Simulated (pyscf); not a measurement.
H₂N–Sb(F)–F, singlet

Gas-phase minimum from PySCF at ωB97X-D3(BJ)/def2-SVP, one conformer. 

SMILES: [NH2][Sb]([F])[F]
```xyz
6

N      0.2536    -0.4172     0.8487
Sb     1.1972     0.4731    -0.6668
F      0.3723     2.1712    -0.2922
F     -0.0702     0.0878    -2.0771
H     -0.7466    -0.2473     0.9358
H      0.4811    -1.3854     1.0596
```

Bond lengths (Å): N1–Sb2 1.995, N1–H5 1.018, N1–H6 1.017, Sb2–F3 1.925, Sb2–F4 1.935. Bond angles (°): Sb2–N1–H5 117.1, Sb2–N1–H6 118.5, H5–N1–H6 111.2, N1–Sb2–F3 92.5, N1–Sb2–F4 98.9, F3–Sb2–F4 92.1.

Properties at ωB97X-D3(BJ)/def2-SVP:

```
Property                                                                                                                                                                            Value
---------------------------------------------------------------------------------------------------------------------  ------------------------------------------------------------------
Harmonic wavenumbers, unscaled                                                                                         129, 193, 233, 269, 421, 637, 653, 671, 792, 1525, 3581, 3693 cm⁻¹
Zero-point energy                                                                                                                                                           18.3 kcal/mol
Rotational symmetry number                                                                                                                                                              1
Entropy of this conformer at 298 K and 1 atm, rigid rotor and harmonic oscillator, modes under 100 cm⁻¹ raised to 100                                                     327.5 J/(mol K)
Dipole moment                                                                                                                                                                      3.52 D
```

Single-point totals, which compare only within one level (frozen core for MP2 and CC):

```csv
level,total energy (hartree)
ωB97X-D3(BJ)/def2-TZVP,-496.19689
PBE/def2-TZVP,-495.84070
r²SCAN/def2-TZVP,-496.07754
B3LYP-D3(BJ)/def2-TZVP,-496.18397
PBE0-D3(BJ)/def2-TZVP,-495.84582
M06-2X/def2-TZVP,-495.92191
ωB97M-D3(BJ)/def2-TZVP,-496.18951
HF/def2-TZVPP,-493.93955
MP2/def2-TZVPP,-495.00312
CCSD/def2-TZVPP,-494.99658
CCSD(T)/def2-TZVPP,-495.03093
```

Soft torsions are taken as harmonic, which can shift the entropy by several J/(mol K). The CCSD(T) − MP2 part came from Ansatz, without density fitting, on the same reference. The frozen core leaves the outer d or s,p core shells of the metals and heavy elements correlated in the MP2 and CC values, and def2-TZVPP describes them poorly, so these totals are far from the basis limit. Elements past Kr carry the def2 core potentials, without spin-orbit coupling.
